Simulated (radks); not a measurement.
Results of a calculation; reference values are marked as such.
Task: Excited configurations of Dy3+: one electron is placed in a higher orbital outside [Xe] 4f8. The ground configuration is [Xe] 4f9. Level of theory: scalar-relativistic Kohn-Sham, r2SCAN, spin-polarised, spherical densities, finite nucleus; open shells are filled with parallel spins first (spin-orbit coupling, left out, can overturn this in heavy ions); meta-GGA in the generalised Kohn-Sham scheme; Fermi nuclear charge, rms radius 5.2218 fm (a radial shooting solver on a logarithmic mesh with Libxc functionals). Excitation = E - E(ground); binding = E(ion) - E, where the ion is the core of charge +4; n* = 4/sqrt(2 binding) in atomic units, and the quantum defect is n - n*.

outer orbital  excitation (eV)  binding (eV)     n*  quantum defect  eigenvalue (eV)  <r> (bohr)
5d                       8.433        32.399  2.592           2.408          -27.220       1.988
5f                      26.936        13.896  3.958           1.042          -11.729       4.254
6s                      11.712        29.120  2.734           3.266          -26.238       2.927
6p                      17.779        23.052  3.073           2.927          -20.615       3.458
6f                      31.740         9.092  4.893           1.107           -7.924       7.481
7s                      25.286        15.545  3.742           3.258          -14.012       5.381
7p                      27.793        13.039  4.086           2.914          -11.736       6.180
7d                      31.125         9.707  4.736           2.264           -8.644       7.847
7f                      34.476         6.356  5.852           1.148           -5.623       11.46

Estimate the row for 6d.

Result: excitation (eV) 25.131; binding (eV) 15.701; n* 3.724; quantum defect 2.276; eigenvalue (eV) -13.817; <r> (bohr) 4.633. The Delta-SCF ionisation energy is 40.832 eV (NIST Atomic Spectra Database: 41.2 eV, semi-empirical). Self-interaction in the functional shifts the binding energies and quantum defects, so they are the method's values and not measured ones. Open shells are spherical and high-spin; term and fine-structure splittings are not resolved. Spin-orbit splitting is averaged out at the scalar-relativistic level.
